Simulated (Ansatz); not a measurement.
C$_{2}$H$_{8}$AlFSi, SMILES `C[CH]([SiH3])[AlH][F]`. Charge 0, multiplicity 1. Geometry: relaxed with PBE0-D4/def2-TZVP. It is one conformer, not always the lowest.

```xyz
13

C    -0.028   -1.254   -0.923
C     0.468   -0.056   -0.096
Si   -0.500    1.495   -0.501
Al    0.489   -0.353    1.826
F    -0.417   -1.601    2.421
H    -1.057   -1.516   -0.664
H    -0.008   -1.044   -1.998
H     0.576   -2.149   -0.758
H     1.509    0.191   -0.356
H    -0.430    1.816   -1.954
H     0.024    2.659    0.270
H    -1.934    1.315   -0.139
H     1.307    0.498    2.873
```

What is the dipole moment at PBE/def2-TZVPP? (Estimate.)

Computed: 1.67 D, with components (1.13, 0.20, -1.21) D in this frame, pointing from negative to positive charge.

And with r2SCAN, B3LYP, ωB97M-V? (Best estimate.)

Ansatz gave: r2SCAN 1.68 D, B3LYP 1.71 D, ωB97M-V 1.68 D.

Give the Mulliken charges with PBE, ωB97M-V, B3LYP in def2-TZVPP. (Best estimate.)

The calculation gave: 
| atom | PBE | ωB97M-V | B3LYP |
| --- | --- | --- | --- |
| C1 | -0.27 | -0.35 | -0.28 |
| C2 | -0.17 | -0.35 | -0.22 |
| Si3 | 0.13 | 0.12 | 0.20 |
| Al4 | 0.53 | 0.62 | 0.62 |
| F5 | -0.32 | -0.35 | -0.37 |
| H6 | 0.11 | 0.13 | 0.11 |
| H7 | 0.09 | 0.12 | 0.09 |
| H8 | 0.09 | 0.11 | 0.09 |
| H9 | 0.09 | 0.12 | 0.08 |
| H10 | -0.05 | -0.03 | -0.07 |
| H11 | -0.05 | -0.02 | -0.06 |
| H12 | -0.05 | -0.02 | -0.07 |
| H13 | -0.11 | -0.10 | -0.13 |

B3LYP here is the variant with VWN-RPA as its local correlation; programs differ in this.
